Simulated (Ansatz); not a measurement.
Ansatz (a first-principles code) input:

Ansatz 0.2 input:
```yaml
crystal:
  periodic: [false, false, false]
  atoms:
    - {symbol: Sn, position_ang: [-0.00000000, -0.00000000, -0.01222181]}
    - {symbol: O, position_ang: [-0.00000000, -0.00000000, -1.81101756]}
    - {symbol: O, position_ang: [0.00000000, 0.00000000, 1.88740388]}
basis:
  gaussian:
    orbitals: def2-TZVP
hamiltonian:
  xc: b3lyp
  dispersion: d3bj
total_charge: 1
magnetization: {spin_polarized: true, initial_magnetization: 1}
phonons: {temperatures: {t_min: 298.15, t_max: 298.15, t_step: 100}}
```

Q: Which total energy does the run end on?

A: -364.41811 Eh (B3LYP-D3(BJ)/def2-TZVP). The basis has 112 functions.
